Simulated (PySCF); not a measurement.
PySCF 2.14 output of a UHF calculation on a single atom or ion in def2-TZVP, with no relativity, point nucleus:

```
SCF conv_tol = 1e-09
number electrons alpha = 9  beta = 6
cycle= 1 E= -458.214273246442  delta_E= -1.22e-10  |g|= 3.33e-06  |ddm|= 2.08e-05
converged SCF energy = -458.214273246442  <S^2> = 3.7508027  2S+1 = 4.0004013
```

The run itself started from symmetry-adapted Hartree-Fock orbitals and held the occupation by maximum overlap, so the iterations belong to that start.

Question: Which element, charge and spin multiplicity is this?

Answer: Cl²⁺ (chlorine, charge +2), multiplicity 4; the state was [Ne] 3s2 3p3, high-spin 4S determinant.
